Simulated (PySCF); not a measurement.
**Electron correlation in Kr⁺ (krypton, charge +1)**

[Ar] 3d10 4s2 4p5, 2P determinant. Calculation: PySCF 2.14, in pcseg-2 (6s5p3d1f, 43 functions); the non-relativistic Hamiltonian (point nucleus). Frozen: [Ar] 3d10; 7 electrons correlated.

MP2 pair energies summed by pair of shells (mhartree):

| pair | energy | share (%) |
| --- | --- | --- |
| 4p-4p | -85.24 | 62.4 |
| 4s-4p | -43.72 | 32.0 |
| 4s-4s | -7.62 | 5.6 |

Total MP2 correlation energy: -136.58 mhartree.

Same-spin part -31.17 and opposite-spin part -105.41 mhartree; SCS-MP2 scales them by 1/3 and 6/5 to -136.88 mhartree.

```
  level  correlation energy (mhartree)
   CCSD                        -156.88
    (T)                          -4.04
CCSD(T)                        -160.92
```

Diagnostics: T1 = 0.0056, D1 = 0.0192, largest double amplitude 0.049.

Is a single reference adequate?

Yes, within this model without spin-orbit coupling: T1 lies below 0.03 and no double amplitude reaches 0.07.
